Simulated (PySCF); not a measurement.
# An isoelectronic set: 57 electrons

PBE in PySCF with def2-SVP on every atom (core potentials on Cd, In, Sb, I), for the lowest determinant that a PBE0 search found; no spin–orbit coupling. All have 57 electrons, 9 of them in the valence shells, and the same state, a doublet (σ ↑). For ions De leads to the atom and ion picked by measured ionisation energies and electron affinities.

```
species  difference of nuclear charges  Re (Å)  ωe (cm⁻¹)  k (mdyn/Å)  De (eV)  dissociates to  Mayer bond order
    CdF                             39   2.008        502        2.42     2.58          Cd + F              0.97
    SbC                             45   1.898        844        4.58     3.90          Sb + C              2.80
    BeI                             49   2.216        585        1.70     2.90          Be + I              1.30
   InF⁺                             40   1.977        522        2.62     1.41         In⁺ + F              1.13
```

**Question.** Which member of the whole set has the stiffest bond, and how does it compare with the softest?

**Answer.** SbC with k = 4.58 mdyn/Å, 2.7 times that of BeI.

Spin–orbit coupling is left out, which matters for elements this heavy, above all for dissociation energies. For an ion De counts to the pair picked by the measured ionisation energies or electron affinities, which need not be the lowest pair at this level. States were picked by a PBE0 search and need not be the measured ground states.
